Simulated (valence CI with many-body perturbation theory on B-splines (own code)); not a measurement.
# E1 line list for Ge²⁶⁺

Calculated by configuration interaction combined with many-body perturbation theory (CI+MBPT): four valence electrons over a frozen Dirac-Fock core [He], radial functions for each j: 11 s, 11 p, 9 d, 7 f, 5 g, 2 h, 1 i, with the one-electron correlation potential Σ1 (screened to all orders), the two-electron term Σ2, the three-electron term Σ3, Breit, model QED; selected single and double excitations, second order for the rest (own B-spline code, finite nucleus).

The last digits are not significant, and no measured levels were compared; by estimate large intervals hold to a few tenths of a per cent, small ones and those within an open d or f shell to about a per cent. Among the levels kept, up to 270 cm⁻¹ of a level comes from second order outside the variational space, and about a tenth of that is noise between levels of different J, which matters for small intervals.

Lines 151 to 200 of 264 in falling wavelength, among levels below 1744.6 eV, chosen from the strongest by gf and those to the six lowest levels. Wavelengths and rates use the calculated energies. Electric multipoles are in the length gauge, E1 and E2 with the static RPA response of the core. Weak lines are less certain than strong ones. Lines between different terms over intervals too small for the method are left out, as are lines whose strength nearly cancels. Where a level lies close to another of its J and parity, the split of strength between their lines is uncertain. The highest levels of a list are the least certain.

Levels are named by their leading jj configuration (3d3/2^4 stands for four electrons in 3d with j = 3/2), which in mixed levels can hold well under half, so a name can repeat and another be missing. Letters in brackets count levels of one name in rising energy.

```csv
λ vac (Å),Upper,Lower,A (s⁻¹),S (a.u.)
7.861,(2s 2p1/2^2 3d3/2) J=1,(2s 2p1/2^2 2p3/2) J=2,4.91e+11,3.53e-04
7.854,(2s^2 2p3/2 3d3/2) J=2,(2s^2 2p3/2^2) J=2,3.48e+12,4.16e-03
7.852,(2s 2p1/2^2 3d3/2) J=2,(2s 2p1/2^2 2p3/2) J=2,4.48e+12,5.35e-03
7.836,(2s^2 2p3/2 3d3/2) J=3,(2s^2 2p3/2^2) J=2,4.77e+12,7.93e-03
7.834,(2s^2 2p1/2 3d3/2) J=2,(2s^2 2p1/2 2p3/2) J=1,5.43e+11,6.45e-04
7.833,(2s^2 2p1/2 3d5/2) J=3,(2s^2 2p1/2 2p3/2) J=2,2.58e+13,4.28e-02
7.832,(2s^2 2p1/2 3d5/2) J=2,(2s^2 2p1/2 2p3/2) J=2,4.47e+12,5.30e-03
7.828,(2s 2p1/2^2 3d5/2) J=3,(2s 2p1/2^2 2p3/2) J=2,1.61e+13,2.66e-02
7.828,(2s 2p1/2 2p3/2 3d5/2) J=3 [c],(2s 2p1/2 2p3/2^2) J=2 [a],2.00e+13,3.32e-02
7.825,(2s 2p1/2^2 3p3/2) J=2,(2s^2 2p3/2^2) J=2,9.69e+12,1.15e-02
7.825,(2s^2 2p1/2 3d3/2) J=1,(2s^2 2p1/2 2p3/2) J=2,7.65e+11,5.43e-04
7.824,(2s^2 2p3/2 3d3/2) J=1,(2s^2 2p3/2^2) J=2,6.03e+12,4.28e-03
7.818,(2s^2 2p3/2 3d5/2) J=2,(2s^2 2p3/2^2) J=2,1.60e+13,1.88e-02
7.814,(2s 2p3/2^2 3s) J=3,(2s 2p1/2^2 2p3/2) J=2,2.90e+11,4.78e-04
7.809,(2s 2p1/2 2p3/2 3d5/2) J=2 [b],(2s 2p1/2^2 2p3/2) J=1,6.77e+12,7.95e-03
7.803,(2s 2p1/2^2 3p3/2) J=1,(2s^2 2p3/2^2) J=2,3.90e+11,2.74e-04
7.791,(2s^2 2p1/2 3d5/2) J=2,(2s^2 2p1/2 2p3/2) J=1,3.41e+13,3.98e-02
7.784,(2s^2 2p1/2 3d3/2) J=1,(2s^2 2p1/2 2p3/2) J=1,7.34e+12,5.13e-03
7.780,(2s^2 2p3/2 3d5/2) J=3,(2s^2 2p3/2^2) J=2,6.97e+13,1.13e-01
7.774,(2s 2p3/2^2 3s) J=2 [a],(2s 2p1/2^2 2p3/2) J=2,2.06e+11,2.39e-04
7.771,(2s^2 2p3/2 3d5/2) J=1,(2s^2 2p3/2^2) J=2,2.09e+12,1.45e-03
7.748,(2s 2p1/2 2p3/2 3d3/2) J=1 [a],(2s 2p1/2^2 2p3/2) J=2,5.05e+12,3.48e-03
7.747,(2s 2p1/2 2p3/2 3d3/2) J=2 [a],(2s 2p1/2^2 2p3/2) J=2,1.24e+13,1.42e-02
7.741,(2s 2p1/2 2p3/2 3d3/2) J=3,(2s 2p1/2^2 2p3/2) J=2,2.27e+13,3.64e-02
7.712,(2s 2p1/2 2p3/2 3p1/2) J=3,(2s^2 2p3/2^2) J=2,1.02e+12,1.62e-03
7.700,(2s 2p1/2 2p3/2 3d5/2) J=2 [a],(2s 2p1/2^2 2p3/2) J=2,1.69e+12,1.91e-03
7.688,(2s^2 2p3/2 3d3/2) J=2,(2s^2 2p1/2 2p3/2) J=2,9.73e+12,1.09e-02
7.684,(2s 2p1/2 2p3/2 3d5/2) J=3 [a],(2s 2p1/2^2 2p3/2) J=2,1.83e+13,2.86e-02
7.678,(2s 2p1/2^2 3p1/2) J=0,(2s^2 2p1/2 2p3/2) J=1,2.07e+12,4.62e-04
7.674,(2s 2p1/2^2 3p1/2) J=1,(2s^2 2p1/2 2p3/2) J=1,3.04e+12,2.03e-03
7.672,(2s 2p1/2 2p3/2 3d5/2) J=1 [a],(2s 2p1/2^2 2p3/2) J=2,4.49e+11,3.00e-04
7.671,(2s^2 2p3/2 3d3/2) J=3,(2s^2 2p1/2 2p3/2) J=2,4.16e+13,6.49e-02
7.665,(2s 2p1/2 2p3/2 3d5/2) J=3 [b],(2s 2p1/2^2 2p3/2) J=2,1.53e+13,2.39e-02
7.663,(2s 2p1/2 2p3/2 3d3/2) J=2 [b],(2s 2p1/2^2 2p3/2) J=2,5.21e+13,5.79e-02
7.661,(2s 2p1/2^2 3p3/2) J=2,(2s^2 2p1/2 2p3/2) J=2,7.02e+12,7.79e-03
7.659,(2s^2 2p3/2 3d3/2) J=1,(2s^2 2p1/2 2p3/2) J=2,9.83e+12,6.54e-03
7.657,(2s 2p1/2 2p3/2 3d3/2) J=1 [b],(2s 2p1/2^2 2p3/2) J=2,6.46e+13,4.29e-02
7.654,(2s^2 2p3/2 3d5/2) J=2,(2s^2 2p1/2 2p3/2) J=2,7.69e+12,8.51e-03
7.653,(2s^2 2p1/2 3d3/2) J=1,(2s^2 2p1/2^2) J=0,5.08e+13,3.37e-02
7.648,(2s^2 2p3/2 3d3/2) J=2,(2s^2 2p1/2 2p3/2) J=1,1.72e+13,1.90e-02
7.641,(2s 2p1/2 2p3/2 3p1/2) J=1 [b],(2s^2 2p3/2^2) J=0,2.91e+11,1.92e-04
7.640,(2s 2p1/2^2 3p3/2) J=1,(2s^2 2p1/2 2p3/2) J=2,7.22e+11,4.76e-04
7.638,(2s 2p1/2 2p3/2 3p3/2) J=2 [b],(2s^2 2p3/2^2) J=2,7.37e+11,8.11e-04
7.631,(2s 2p1/2 2p3/2 3p3/2) J=1 [b],(2s^2 2p3/2^2) J=2,1.26e+12,8.29e-04
7.628,(2s 2p1/2 2p3/2 3p3/2) J=3 [b],(2s^2 2p3/2^2) J=2,9.88e+11,1.51e-03
7.621,(2s 2p1/2^2 3p3/2) J=2,(2s^2 2p1/2 2p3/2) J=1,4.13e+12,4.51e-03
7.619,(2s^2 2p3/2 3d3/2) J=1,(2s^2 2p1/2 2p3/2) J=1,2.76e+13,1.81e-02
7.619,(2s 2p1/2 2p3/2 3p1/2) J=1 [a],(2s^2 2p1/2 2p3/2) J=2,9.71e+11,6.36e-04
7.617,(2s^2 2p3/2 3d5/2) J=3,(2s^2 2p1/2 2p3/2) J=2,7.82e+12,1.19e-02
7.617,(2s^2 2p3/2 3d3/2) J=0,(2s^2 2p1/2 2p3/2) J=1,3.57e+13,7.79e-03
```
